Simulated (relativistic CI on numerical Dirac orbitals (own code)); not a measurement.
## Inner-shell lines of Br III

Computed by Dirac-Coulomb-Breit CI, orbitals from a KLI potential per configuration, model QED, valence Slater integrals scaled by 0.9 (own radial code, finite nucleus).

Configurations in the expansion (outside the closed core 1s2 2s2 3s2 3p6 3d10): 2p⁶4s²4p³, 2p⁵4s²4p³4d, 2p⁵4s²4p³5s, 2p⁵4s²4p³5d, 2p⁶4s4p⁴, 2p⁵4s4p⁴5s. Levels of other configurations are missing.

The table holds the strongest lines. The upper levels have an inner-shell vacancy. Auger decay, open to those above the ionisation limit, is not computed, and radiative decays to configurations outside the model are missing too. Absolute energies can be off by a few tenths of a per cent, so close lines can change order. LS names give the leading component, which can be well under half, for lower levels too. Brackets number the levels in order of energy.

```csv
E (eV),Upper,Lower,A (s⁻¹),gA (s⁻¹)
1566.94,2p⁵4s²4p³4d ⁴F3/2 [25],2p⁶4s²4p³ ⁴S°3/2 [1],3.34e+11,1.34e+12
1566.95,2p⁵4s²4p³4d ⁴F5/2 [26],2p⁶4s²4p³ ⁴S°3/2 [1],2.05e+11,1.23e+12
1567.08,2p⁵4s²4p³4d ²P3/2 [58],2p⁶4s²4p³ ²D°3/2 [2],4.45e+11,1.78e+12
1567.17,2p⁵4s²4p³4d ⁴P5/2 [29],2p⁶4s²4p³ ⁴S°3/2 [1],7.48e+11,4.49e+12
1567.27,2p⁵4s²4p³4d ²D5/2 [63],2p⁶4s²4p³ ²D°5/2 [3],7.39e+11,4.43e+12
1567.70,2p⁵4s²4p³4d ²F7/2 [70],2p⁶4s²4p³ ²D°5/2 [3],1.79e+11,1.43e+12
1567.72,2p⁵4s²4p³4d ⁴G5/2 [67],2p⁶4s²4p³ ²D°3/2 [2],5.83e+11,3.50e+12
1567.84,2p⁵4s²4p³4d ⁴F7/2 [73],2p⁶4s²4p³ ²D°5/2 [3],7.20e+11,5.76e+12
1567.84,2p⁵4s²4p³4d ⁴F5/2 [72],2p⁶4s²4p³ ²D°3/2 [2],4.88e+11,2.93e+12
1567.85,2p⁵4s²4p³4d ²D5/2 [121],2p⁶4s²4p³ ²P°3/2 [5],2.95e+11,1.77e+12
1568.10,2p⁵4s²4p³5s ⁴P3/2 [34],2p⁶4s²4p³ ⁴S°3/2 [1],5.01e+11,2.00e+12
1568.13,2p⁵4s²4p³4d ⁴P1/2 [36],2p⁶4s²4p³ ⁴S°3/2 [1],8.00e+11,1.60e+12
1568.29,2p⁵4s²4p³4d ²D5/2 [41],2p⁶4s²4p³ ⁴S°3/2 [1],3.65e+11,2.19e+12
1568.34,2p⁵4s²4p³4d ²D3/2 [133],2p⁶4s²4p³ ²P°1/2 [4],5.43e+11,2.17e+12
1568.36,2p⁵4s²4p³4d ²G7/2 [88],2p⁶4s²4p³ ²D°5/2 [3],6.11e+11,4.89e+12
1568.39,2p⁵4s²4p³4d ²F5/2 [86],2p⁶4s²4p³ ²D°3/2 [2],4.98e+11,2.99e+12
1568.41,2p⁵4s²4p³4d ²D5/2 [135],2p⁶4s²4p³ ²P°3/2 [5],9.18e+11,5.51e+12
1568.43,2p⁵4s²4p³4d ²D3/2 [136],2p⁶4s²4p³ ²P°3/2 [5],3.21e+11,1.28e+12
1569.39,2p⁵4s²4p³4d ²P3/2 [155],2p⁶4s²4p³ ²P°3/2 [5],3.92e+11,1.57e+12
1576.57,2p⁵4s²4p³5d ²F5/2 [229],2p⁶4s²4p³ ²D°3/2 [2],3.40e+11,2.04e+12
1576.60,2p⁵4s²4p³5d ²F7/2 [233],2p⁶4s²4p³ ²D°5/2 [3],1.71e+11,1.37e+12
1576.87,2p⁵4s²4p³5d ²P3/2 [243],2p⁶4s²4p³ ²D°5/2 [3],4.07e+11,1.63e+12
1576.97,2p⁵4s²4p³5d ²P1/2 [242],2p⁶4s²4p³ ²D°3/2 [2],6.63e+11,1.33e+12
1577.10,2p⁵4s²4p³5d ⁴D5/2 [196],2p⁶4s²4p³ ⁴S°3/2 [1],2.12e+11,1.27e+12
1577.11,2p⁵4s²4p³5d ⁴P3/2 [197],2p⁶4s²4p³ ⁴S°3/2 [1],4.45e+11,1.78e+12
1577.20,2p⁵4s²4p³5d ²P3/2 [297],2p⁶4s²4p³ ²P°3/2 [5],3.90e+11,1.56e+12
1613.57,2p⁵4s²4p³4d ⁴D5/2 [364],2p⁶4s²4p³ ⁴S°3/2 [1],3.26e+11,1.95e+12
1613.65,2p⁵4s²4p³4d ⁴P3/2 [365],2p⁶4s²4p³ ⁴S°3/2 [1],7.05e+11,2.82e+12
1613.70,2p⁵4s²4p³4d ²D3/2 [380],2p⁶4s²4p³ ²D°3/2 [2],4.44e+11,1.78e+12
1613.70,2p⁵4s²4p³4d ⁴P1/2 [366],2p⁶4s²4p³ ⁴S°3/2 [1],9.57e+11,1.91e+12
1613.71,2p⁵4s²4p³4d ⁴D5/2 [381],2p⁶4s²4p³ ²D°5/2 [3],4.15e+11,2.49e+12
1614.40,2p⁵4s²4p³4d ²F5/2 [388],2p⁶4s²4p³ ²D°3/2 [2],7.68e+11,4.61e+12
1614.62,2p⁵4s²4p³4d ²D5/2 [420],2p⁶4s²4p³ ²P°3/2 [5],2.89e+11,1.74e+12
1615.01,2p⁵4s²4p³4d ²F7/2 [397],2p⁶4s²4p³ ²D°5/2 [3],5.79e+11,4.63e+12
1615.03,2p⁵4s²4p³4d ²D3/2 [423],2p⁶4s²4p³ ²P°1/2 [4],4.71e+11,1.89e+12
```
